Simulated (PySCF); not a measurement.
Compound: C₆H₁₀BNS.
SMILES with atom numbers: `[CH3:1][N:2]([CH3:3])[BH:4][c:5]1[cH:6][cH:7][cH:8][s:9]1` (hydrogens: H10, H11, H12 on C1; H13, H14, H15 on C3; H16 on B4; H17 on C6; H18 on C7; H19 on C8)

Computed, not measured: PBE0-D3(BJ)/def2-SVP geometry optimisation, gas phase in PySCF 2.14.0.

Q: Give the optimised bond lengths and angles.

A: 
```
                  bond  length (Å)
          C1–N2, N2–C3       1.444
                 N2–B4       1.400
                 B4–C5       1.557
                 C5–C6       1.386
                 C6–C7       1.418
                 C7–C8       1.374
                 C8–S9       1.708
                 C5–S9       1.734
C1–H10, C1–H11, C3–H13       1.105
C1–H12, C3–H14, C3–H15       1.099
                B4–H16       1.213
                C6–H17       1.091
                C7–H18       1.091
                C8–H19       1.090
```

Bonds in one row agree within 0.01 Å and their mean is given. A selection of angles:
```
   angle  degrees
C1–N2–C3    113.3
C1–N2–B4    121.5
C3–N2–B4    125.2
N2–B4–C5    125.6
B4–C5–C6    134.1
B4–C5–S9    116.7
C6–C5–S9    109.1
C5–C6–C7    114.0
C6–C7–C8    112.2
C7–C8–S9    111.4
C5–S9–C8     93.3
```

Torsions: C1–N2–B4–C5 175° (antiperiplanar); N2–B4–C5–C6 -26° (synperiplanar). The mirror-image conformer, all signs reversed, is as good.

The 2 C–S bonds span 1.708 Å (C8–S9, aromatic) to 1.734 Å (C5–S9, aromatic), a spread of 0.026 Å. The C–C distances run from 1.374 Å (C7–C8, aromatic) to 1.418 Å (C6–C7, aromatic), a spread of 0.044 Å. The 5-membered ring C5–C6–C7–C8–S9 has internal angles of 93.3° to 114.0° (sum 540°, against 540° for a flat polygon); it is planar, 0.00 Å rms from its mean plane, widest ring torsion 1°. B4 (three-coordinate boron) is planar (angles 125.6°, 117.8° and 116.6°, sum 360.0°, 0.00 Å off the plane of its three neighbours). N2 (boron-bound nitrogen) is planar (angles 125.2°, 121.5° and 113.3°, sum 360.0°, 0.00 Å off the plane of its three neighbours). Of the pairs four or more bonds apart, C6···H15 is among the closest relative to their van der Waals radii: 2.58 Å, 89 % of the sum of Bondi's values.

Point group: C1 (no symmetry element, even within 0.4 Å). Whether it is a minimum is left open (no frequencies). The numbers are those of one conformer.

On one thread of an Arm Neoverse N1, shared host, this took 5.2 min and 0.76 GiB of memory at its peak. This is the geometry optimisation.
